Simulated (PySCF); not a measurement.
H₃P, charge +1, doublet, geometry from GFN2-xTB (a state made from the parent by changing its charge; the spin is typed, not shown lowest); PySCF with HF/STO-3G.

Input for PySCF:
```python
from pyscf import gto, scf

mol = gto.M(
    atom='''
P    -0.000222    0.001347    0.057382
H    -0.015841    1.336474   -0.318500
H     1.173150   -0.663556   -0.266960
H    -1.153980   -0.693119   -0.275269
''',
    basis='sto-3g',
    charge=1,
    spin=1,
    verbose=4,
)

mf = scf.UHF(mol)
mf.conv_tol = 1e-11
mf.kernel()
```

What the program printed (banner, timings and long lists left out):

```
PySCF version 2.14.0

[INPUT] verbose = 4
[INPUT] num. atoms = 4
[INPUT] num. electrons = 17
[INPUT] charge = 1
[INPUT] spin (= nelec alpha-beta = 2S) = 1
[INPUT] symmetry False subgroup None
[INPUT] Mole.unit = angstrom
[INPUT] Symbol           X                Y                Z      unit          X                Y                Z       unit  Magmom
[INPUT]  1 P     -0.000222000000   0.001347000000   0.057382000000 AA   -0.000419519200   0.002545461090   0.108436264480 Bohr   0.0
[INPUT]  2 H     -0.015841000000   1.336474000000  -0.318500000000 AA   -0.029935151539   2.525569832602  -0.601877770674 Bohr   0.0
[INPUT]  3 H      1.173150000000  -0.663556000000  -0.266960000000 AA    2.216932203034  -1.253939108312  -0.504481286214 Bohr   0.0
[INPUT]  4 H     -1.153980000000  -0.693119000000  -0.275269000000 AA   -2.180706153226  -1.309805081732  -0.520183020583 Bohr   0.0

nuclear repulsion = 17.8493568226939
number of shells = 8
number of NR pGTOs = 36
number of NR cGTOs = 12
basis = sto-3g
ecp = {}

******** <class 'pyscf.scf.uhf.UHF'> ********
method = UHF
initial guess = minao
damping factor = 0
level_shift factor = 0
DIIS = <class 'pyscf.scf.diis.CDIIS'>
diis_start_cycle = 1
diis_space = 8
diis_damp = 0
SCF conv_tol = 1e-11
SCF conv_tol_grad = None
SCF max_cycles = 50
direct_scf = True
direct_scf_tol = 1e-13
number electrons alpha = 9  beta = 8
Set gradient conv threshold to 3.16228e-06
init E= -338.188338188635

cycle= 1 E= -338.385699402499  delta_E= -0.197  |g|= 0.0847  |ddm|= 1.48
cycle= 2 E= -338.393815588555  delta_E= -0.00812  |g|= 0.0234  |ddm|= 0.162
cycle= 3 E= -338.394675286229  delta_E= -0.00086  |g|= 0.0116  |ddm|= 0.0504
cycle= 4 E= -338.3949718512  delta_E= -0.000297  |g|= 0.00545  |ddm|= 0.0367
cycle= 5 E= -338.395055601782  delta_E= -8.38e-05  |g|= 0.00113  |ddm|= 0.0265
cycle= 6 E= -338.395058754036  delta_E= -3.15e-06  |g|= 0.000159  |ddm|= 0.00558
cycle= 7 E= -338.395058806225  delta_E= -5.22e-08  |g|= 1.96e-05  |ddm|= 0.000672
cycle= 8 E= -338.395058807029  delta_E= -8.04e-10  |g|= 2.44e-06  |ddm|= 9.61e-05
cycle= 9 E= -338.39505880704  delta_E= -1.07e-11  |g|= 1.25e-07  |ddm|= 1.17e-05
cycle= 10 E= -338.39505880704  delta_E= -1.14e-13  |g|= 8.94e-09  |ddm|= 3.93e-07
Extra cycle  E= -338.39505880704  delta_E= -1.14e-13  |g|= 2.1e-09  |ddm|= 1.73e-08
converged SCF energy = -338.39505880704  <S^2> = 0.75686145  2S+1 = 2.0068497
```
